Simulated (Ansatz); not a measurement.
Consider the ligand exchange at a B–N bond: `C[SiH2]B[NH][AlH2]` + `C#CS` → `C#CSB[SiH2]C` + `[NH2][AlH2]`.

Gas-phase electronic energies from Ansatz, PBE0-D4/def2-TZVP geometries. CCSD(T)/CBS adds triple-zeta CCSD(T) − MP2 to the extrapolated MP2 energy (def2 sets, frozen cores). This one scheme is used for every species. One conformer a species, not always the lowest.

```csv
level,ΔE (kJ/mol)
HF/def2-QZVPP,115.5
MP2/def2-QZVPP,14.2
```

Task: What does CCSD(T)/CBS give? (Best estimate.)

Result: Computed: +40.1 kJ/mol. The listed levels differ from it by 75.4, -25.9 kJ/mol.

Largest T1 diagnostic among the species: 0.013.

In def2-TZVPP, CCSD(T) changes the Hartree–Fock value by −73.1 kJ/mol (the triples alone add −15.3 kJ/mol) and MP2 by −100.0 kJ/mol. The D4 term adds −8.5 kJ/mol with B3LYP and −4.3 kJ/mol with PBE0; it sums over pairs of atoms, weighted by their polarisabilities, and B3LYP, whose exchange is more repulsive, gets the larger term. From PBE to PBE0 (25 % exact exchange), in def2-TZVPP and without D4, ΔE moves by +7.2 kJ/mol.

B3LYP here is the variant with VWN-RPA as its local correlation; programs differ in this.
